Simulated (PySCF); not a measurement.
# [CrH4]-, quartet: structure and spectrum

All numbers come from PySCF, UPBE0, basis Cr def2-TZVPD, H def2-TZVPD (no relativity, density fitting).

The structure is a minimum.

Z-matrix (Å, degrees; charge -1 multiplicity 4):
```
Cr
H  1 1.7493
H  1 1.7493 2 151.40
H  1 1.6405 2 98.69 3 126.82
H  1 1.6405 2 98.69 3 -126.82
```

* Point group: C2v
* Bond lengths: Cr–H 1.640 Å (×2), Cr–H 1.749 Å (×2)
* Bond angles: H–Cr–H 98.7° (×4), H–Cr–H 104.6°, H–Cr–H 151.4°
* Entropy at 298.15 K and 1 bar (electronic part: spin only): 260.7 J/(mol K)
* Principal polarisabilities: 60.8, 66.8, 78.5 bohr³
* Heat capacity Cp at 298.15 K: 64.6 J/(mol K)
* Dipole moment about the centre of mass: 1.72 D
* Highest occupied level (α): -0.87 eV
* Zero-point energy: 48.4 kJ/mol
* Rotational constants: 2.918, 2.063, 1.835 cm⁻¹
* Lowest empty level (α): 2.67 eV
* Enthalpy at 298.15 K above 0 K: 14.16 kJ/mol
* Rotational symmetry number: 2
* Spin squared ⟨S²⟩: 3.898
* Principal quadrupole moments (Buckingham, traceless) about the centre of mass: -10.78, 4.07, 6.71 D Å

Harmonic modes (masses in u: Cr 51.941, H 1.008):
| symmetry | ω (cm⁻¹) | IR (km/mol) | type |
| --- | --- | --- | --- |
| a2 | 256 | 0.0 | bend |
| b1 | 266 | 8.5 | bend |
| a1 | 451 | 17.7 | bend |
| b2 | 533 | 199 | bend |
| a1 | 552 | 341 | bend |
| b1 | 1310 | 1573 | stretch |
| a1 | 1460 | 212 | stretch |
| b2 | 1610 | 581 | stretch |
| a1 | 1652 | 142 | stretch |

In C2v the vibrations span a2 + 2b1 + 4a1 + 2b2. The a2 mode carries no infrared intensity, as symmetry demands.

Charges (e); Mulliken and Löwdin values are unreliable with diffuse functions:
```csv
atom,Mulliken,Löwdin,polar tensor,spin (Mulliken),Mayer order to Cr1
Cr1,-0.73,-0.11,0.79,3.76,–
"H2,3",-0.11,-0.24,-0.54,-0.12,0.87
"H4,5",-0.02,-0.21,-0.36,-0.26,0.93
```

Mulliken populations on Cr1: s 7.22, p 12.92, d 4.59, f 0.00.

Outer orbital energies (eV). α occupied: -3.92, -2.89, -2.88, -2.81, -2.42, -2.40, -0.87; empty: 2.67, 2.87, 4.65, 4.93. β occupied: -3.83, -2.52, -2.26, -1.74; empty: 3.54, 3.66, 4.41, 4.79.

Formally Cr is in oxidation state +3, d3, with 3 unpaired electrons (the high-spin count). The Mulliken spin on Cr is 3.76. The polar-tensor charge on Cr, 0.79, is far below the formal one.

Only a few start shapes were tried, so a lower isomer may exist. Open d and f shells are described by one determinant, and the ground state may have another occupation or spin. The lowest empty level of this anion is unbound, so it and the gap depend on the basis.

The final relaxation and frequency run took 24 s on 2 threads of a shared AMD EPYC 9R45 96-Core (Zen 5) host, with 84 basis functions and 12 gradients; the process peaked at 1.1 GiB. Launch command: `OMP_NUM_THREADS=2 python axn.py task.json out`.
